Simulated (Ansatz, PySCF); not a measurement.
Gas-phase reaction in SMILES: F[SiH2]F [difluorosilane] → F[SiH-]F + H+
Structures are relaxed separately at B3LYP-D3(BJ)/def2-TZVP in Ansatz (an electronic-structure program). Frequencies are from PySCF.

Quantity: gas-phase deprotonation energy (enthalpy at 298 K, with B3LYP-D3(BJ) rigid-rotor harmonic-oscillator terms), in kJ/mol. Valence correlation only, unless marked. No spin-orbit coupling. Non-relativistic. Anions need diffuse functions: aug- sets have them; def2-D sets add few; the other sets have none. CBS(X,Y): correlation extrapolated as X^-3; Hartree-Fock from the larger set. The bracket is a focal-point correction in the basis named.

```
level                                                                      program  gas-phase deprotonation energy (kJ/mol)
-------------------------------------------------------------------------  -------  ---------------------------------------
TPSS/def2-TZVPD                                                              PySCF                                   1550.4
BHLYP/def2-TZVPD                                                            Ansatz                               (withheld)
SCS-MP2/STO-3G                                                              Ansatz                                   2058.5
SCS-MP2/cc-pV(D+d)Z                                                         Ansatz                                   1593.7
SCS-MP2/aug-cc-pV(T+d)Z                                                     Ansatz                                   1563.1
SCS-MP2/cc-pVTZ                                                             Ansatz                                   1585.9
CCSD/cc-pV(T+d)Z                                                            Ansatz                               (withheld)
RI-MP2/CBS(aug-cc-pV(T+d)Z,aug-cc-pV(Q+d)Z)+[CCSD(T)-MP2]/aug-cc-pV(T+d)Z   Ansatz                                   1553.6
```

Question: Fill in the missing entries.

Answer: 
- BHLYP/def2-TZVPD, gas-phase deprotonation energy (kJ/mol): 1561.6
- CCSD/cc-pV(T+d)Z, gas-phase deprotonation energy (kJ/mol): 1586.9
